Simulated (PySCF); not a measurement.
C₆H₇OP.
Atom-mapped SMILES: `[cH:1]1[cH:2][p:3][c:4]([CH:5]2[CH2:6][CH2:7]2)[o:8]1`

Structure used (GFN2-xTB), in Å, numbered top down from 1:
```xyz
15
C6H7OP angstrom
C      2.566   -0.683    0.040
C      2.640    0.573    0.539
P      1.037    1.314    0.620
C      0.416   -0.155   -0.033
C     -0.976   -0.503   -0.340
C     -2.074   -0.006    0.564
C     -1.923    0.573   -0.800
O      1.338   -1.101   -0.282
H      3.356   -1.391   -0.133
H      3.551    1.051    0.844
H     -1.081   -1.492   -0.770
H     -2.905   -0.665    0.764
H     -1.774    0.600    1.407
H     -2.651    0.319   -1.556
H     -1.524    1.573   -0.884
```

Probes without a nucleus sit at each ring's centroid and 1 Å off its mean plane on both sides; NICS is minus the shielding there, NICSzz its component along the normal. Level: GIAO PBE0/pcSseg-1 (PySCF, non-relativistic, gas phase) on the GFN2-xTB geometry, one conformer.

Ring bond lengths (Å), with Mayer bond orders in brackets: C1–C2 1.353 (1.62), C2–P3 1.768 (1.14), P3–C4 1.724 (1.49), C4–O8 1.344 (1.05), O8–C1 1.336 (1.07); C5–C6 1.507 (0.93), C6–C7 1.490 (0.98), C7–C5 1.506 (0.93).

**Question.** Give the NICS values of each ring in ppm.

**Answer.** 
```csv
ring,type,NICS(0),"NICS(1), two faces","NICS(1)zz, two faces",rms pucker (Å),"centre to ring atoms, mean (Å)"
C1–C2–P3–C4–O8,5-membered ring with O and P; formal bonds all aromatic,-11.3,-10.5 / -10.5,-24.5 / -24.4,0.00,1.27
C5–C6–C7,3-membered carbocycle; formal bonds all single,-41.7,-6.8 / -8.0,-24.3 / -23.9,0.00,0.87
```

**Question.** What do they say, and how far can they be read as aromaticity?

**Answer.** 
- C1–C2–P3–C4–O8: mean NICS(1)zz -24.5 ppm, shielded.
- C5–C6–C7: mean NICS(1)zz -24.1 ppm, shielded. C5, C6, C7 have four or more neighbours, so the value isn't read as a sign of a π ring current. NICS(0) lies 34 ppm below the mean NICS(1).

**Question.** And the bond-length index? HOMA = 1 − mean of α(R − Ropt)² over the ring bonds, with Krygowski's 1993 parameters (CC: Ropt 1.388 Å, α 257.7 Å⁻²; CO: Ropt 1.265 Å, α 157.38 Å⁻²; CP: Ropt 1.698 Å, α 118.91 Å⁻²).

**Answer.** 
- C1–C2–P3–C4–O8: HOMA 0.45; the largest term is that of C4–O8, α(R − Ropt)² = 0.98.

**Question.** At the second NICS(1) probe listed for ring C5–C6–C7, 1 Å off the ring, how large is the induced field along the normal in 11.7 T applied along it?

**Answer.** NICSzz × B0 = -23.9 ppm × 11.7 T = -280 μT, against the applied field.

**Question.** What are the shieldings of the ring atoms and their hydrogens in the same run (means over atoms taken as equivalent)?

**Answer.** 
```json
{"atoms": "C1", "environment": "aromatic CH next to a ring oxygen", "σ isotropic (ppm)": "36.4"}
{"atoms": "C2", "environment": "aromatic CH carbon", "σ isotropic (ppm)": "56.3"}
{"atoms": "P3", "environment": "phosphorus bonded to 2 C", "σ isotropic (ppm)": "232.9"}
{"atoms": "C4", "environment": "substituted aromatic carbon", "σ isotropic (ppm)": "-32.6"}
{"atoms": "C5", "environment": "benzylic-type carbon", "σ isotropic (ppm)": "167.0"}
{"atoms": "C6 (×2)", "environment": "three-membered-ring carbon", "σ isotropic (ppm)": "165.0"}
{"atoms": "O8", "environment": "furan-type oxygen", "σ isotropic (ppm)": "-22.7"}
{"atoms": "H9", "environment": "aromatic hydrogen", "σ isotropic (ppm)": "23.84"}
{"atoms": "H10", "environment": "aromatic hydrogen", "σ isotropic (ppm)": "24.51"}
{"atoms": "H11", "environment": "methine hydrogen", "σ isotropic (ppm)": "29.49"}
{"atoms": "H12 (×2)", "environment": "methylene hydrogen", "σ isotropic (ppm)": "30.31"}
{"atoms": "H13 (×2)", "environment": "methylene hydrogen", "σ isotropic (ppm)": "30.90"}
```

Rough CPU time on one thread of a shared machine: about 60 s. This is the whole shielding run at PBE0/pcSseg-1, SCF included.
